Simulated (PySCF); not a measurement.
Zr(Me)4 (C4H12Zr), SMILES [CH3][Zr]([CH3])([CH3])[CH3], multiplicity 1. Atoms are numbered in the order given.

```xyz
17

Zr     0.0000     0.0000     0.0000
C     -1.2788     1.2788    -1.2788
H     -1.0912     1.0912    -2.3523
H     -1.0912     2.3523    -1.0912
H     -2.3523     1.0912    -1.0912
C      1.2788     1.2788     1.2788
H      1.0912     1.0912     2.3523
H      1.0912     2.3523     1.0912
H      2.3523     1.0912     1.0912
C      1.2788    -1.2788    -1.2788
H      1.0912    -2.3523    -1.0912
H      2.3523    -1.0912    -1.0912
H      1.0912    -1.0912    -2.3523
C     -1.2788    -1.2788     1.2788
H     -1.0912    -1.0912     2.3523
H     -1.0912    -2.3523     1.0912
H     -2.3523    -1.0912     1.0912
```
Charge 0, spin multiplicity 1.

The structure is a stationary point at PBE0-D3(BJ)/def2-SVP. The multiplicity is an assumed one; other spin states were not compared. The def2 effective core potentials stand for the cores of Zr; spin–orbit coupling is left out.

Level of theory: ωB97X/def2-TZVP (PySCF).

Symmetry labels are those of the subgroup D2 that the program uses (full group Td).

Computed valence orbital energies around the gap with their symmetry:
```json
[
 {"orbital": "HOMO−7", "symmetry": "B2", "energy (eV)": "-13.51"},
 {"orbital": "HOMO−6", "symmetry": "B2", "energy (eV)": "-13.08"},
 {"orbital": "HOMO−5", "symmetry": "B1", "energy (eV)": "-13.08"},
 {"orbital": "HOMO−4", "symmetry": "B3", "energy (eV)": "-13.08"},
 {"orbital": "HOMO−3", "symmetry": "A", "energy (eV)": "-10.32"},
 {"orbital": "HOMO−2", "symmetry": "B1", "energy (eV)": "-9.86"},
 {"orbital": "HOMO−1", "symmetry": "B2", "energy (eV)": "-9.86"},
 {"orbital": "HOMO", "symmetry": "B3", "energy (eV)": "-9.86"},
 {"orbital": "LUMO", "symmetry": "A", "energy (eV)": "1.50"},
 {"orbital": "LUMO+1", "symmetry": "A", "energy (eV)": "1.50"},
 {"orbital": "LUMO+2", "symmetry": "A", "energy (eV)": "1.64"},
 {"orbital": "LUMO+3", "symmetry": "B1", "energy (eV)": "1.71"}
]
```
